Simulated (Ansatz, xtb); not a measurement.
## AlClH3InN−: which of two structures lies lower

Structure a is a singlet given by its coordinates and structure b is a singlet given by its coordinates. Both are isolated ions in the gas phase, relaxed with PBE0-D3(BJ)/def2-SVPD.

a (Å):

```csv
atom,x (Å),y (Å),z (Å)
Al,1.1823,0.2028,0.1961
Cl,2.6436,0.3288,1.8967
In,-1.0605,2.1922,0.0069
N,-0.5776,0.2374,0.6385
H,1.7891,-0.8975,-0.8175
H,1.1467,1.7529,-0.5030
H,-1.1898,-0.4076,1.1210
```

Close contacts (Å): Al1–Cl2 2.25, Al1–In3 3.00, Al1–N4 1.82, In3–N4 2.11, Al1–H5 1.61, Al1–H6 1.70, In3–H6 2.31, N4–H7 1.01.

b (Å):

| atom | x (Å) | y (Å) | z (Å) |
| --- | --- | --- | --- |
| Al | -0.7039 | 0.3365 | -0.2498 |
| Cl | -0.6262 | 1.3581 | -2.3488 |
| In | 2.1535 | 0.5171 | -1.9172 |
| N | 1.0824 | -0.0823 | -0.2190 |
| H | -1.2434 | 1.4774 | 0.7767 |
| H | 1.5559 | -0.5644 | 0.5386 |
| H | -1.7759 | -0.8791 | -0.3897 |

Close contacts (Å): Al1–Cl2 2.34, Al1–In3 3.31, Al1–N4 1.83, Cl2–In3 2.94, In3–N4 2.10, Al1–H5 1.63, Al1–H7 1.63, N4–H6 1.02.

Energies in hartree; the thermal terms are from PBE0-D3(BJ)/def2-SVPD harmonic frequencies (ideal gas, rigid rotor, one conformer each, 298.15 K, 1 atm) and include the zero-point energy:

```
                               a           b
E, CCSD(T)/def2-SVPD  −947.291950  −947.293381
    E, MP2/def2-SVPD  −947.233053  −947.234953
  E, MP2/def2-TZVPPD  −947.824320  −947.824957
   zero-point energy     0.029581     0.029113
        H(298 K) − E     0.036896     0.036696
        G(298 K) − E    −0.003023    −0.003447
```

Correct the CCSD(T) difference for the basis set by the MP2 change, then work out ΔE, ΔE₀, ΔH and ΔG for a → b in kcal/mol (1 Eh = 627.51 kcal/mol) and the equilibrium ratio [b]/[a].

1. Differences b − a: CCSD(T) −0.001431, MP2 in the small set −0.001900, MP2 in the large set −0.000637 Eh.
2. ΔE = −0.001431 + (−0.000637 − (−0.001900)) = −0.000168 Eh = −0.11 kcal/mol.
3. ΔE₀ = ΔE + ΔZPE = −0.000168 + (−0.000468) Eh = −0.40 kcal/mol.
4. ΔH = ΔE + (−0.000200) Eh = −0.23 kcal/mol.
5. ΔG = ΔE + (−0.000424) Eh = −0.37 kcal/mol, so ΔS = (ΔH − ΔG)/T = +2.0 J/(mol K).
6. kT = 0.9442 mEh, so K = [b]/[a] = exp(−ΔG/kT) = exp(+0.63) ≈ 1.9.

The two are too close for this level to say which is favoured. An error of 1 kcal/mol in ΔG would change K by a factor of 5.4. Mirror images and further conformers aren't counted.

Other levels gave ΔE = −8.9 (GFN2-xTB); −22.0 (HF/STO-3G, GFN2-xTB geometries); −12.5 (r2SCAN-D4/def2-SVPD, GFN2-xTB geometries); 0.0 (PBE0-D3(BJ)/def2-SVPD); −2.0 (HF/def2-SVPD); −1.2 (MP2/def2-SVPD); −0.9 (CCSD(T)/def2-SVPD) kcal/mol. The correlated steps freeze 15 core orbitals; the filled d shell of In is correlated, in a basis made for valence electrons. Atoms past krypton carry core potentials in the def2 sets, without spin–orbit terms. Programs: Ansatz 0.2.0, xtb 6.7.1.
